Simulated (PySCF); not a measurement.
Predicted microwave data (PBE0/pcSseg-1 in PySCF (dipole) on a GFN2-xTB geometry, gas phase) for one isomer of C6H12OP2:

```
Rotational constants : A = 3298, B = 442.3, C = 400.3 MHz
Dipole components    : |μa| = 1.03 D, |μb| = 0.24 D, |μc| = 1.06 D
Inertial defect      : -33.21 u·Å²
κ                    : -0.97
```

Problem. Which structure is it? (One computed conformer of each.)
A. `[CH2:1]=[CH:2][CH2:3]/[P:4]=[P:5]/[CH2:6][CH2:7][CH2:8][OH:9]` with C1–C2–C3–P4 -109°, C2–C3–P4–P5 9°, P4–P5–C6–C7 1°, P5–C6–C7–C8 180°, C6–C7–C8–O9 -175°
B. `[CH2:1]=[CH:2][P:3]1(=[O:4])[CH2:5][CH2:6][PH:7][CH2:8][CH2:9]1` with C1–C2–P3–O4 0°, C2–P3–C5–C6 172°, P3–C5–C6–P7 -71°, C5–C6–P7–C8 70°, C6–P7–C8–C9 -70°
C. `[CH3:1][C:2]1=[CH:3][P@@:4]1(=[O:5])[CH2:6][P:7]([CH3:8])[CH3:9]` with C3–P4–C6–P7 144°, P4–C6–P7–C8 68°
D. `[CH3:1][CH2:2][P:3]([CH3:4])[C:5]#[C:6][P@H:7]([CH3:8])=[O:9]` with C1–C2–P3–C4 -172°

Solution. A. It is C=CC/P=P/CCCO, a near-prolate asymmetric top, point group C1. The candidates at the same level (rigid rotor, commonest isotopes):

```tsv
SMILES	A (MHz)	B (MHz)	C (MHz)	μa (D)	μb (D)	μc (D)	Δ (u·Å²)	point group	rotor
CCP(C)C#C[P@H](C)=O	1881	516.1	452.2	2.20	1.62	1.88	-130.40	C1	near-prolate asymmetric top
CC1=C[P@@]1(=O)CP(C)C	1937	809.6	705.0	1.46	2.44	1.66	-168.33	C1	asymmetric top
C=CC/P=P/CCCO	3298	442.3	400.3	1.03	0.24	1.06	-33.21	C1	near-prolate asymmetric top
C=CP1(=O)CCPCC1	2479	787.4	730.4	0.11	0.00	2.41	-153.83	Cs	near-prolate asymmetric top
```

`CCP(C)C#C[P@H](C)=O` has A 43 % too low; `C=CP1(=O)CCPCC1` has C 82 % too high; `CC1=C[P@@]1(=O)CP(C)C` has B 83 % too high. No structure here is proved a minimum.
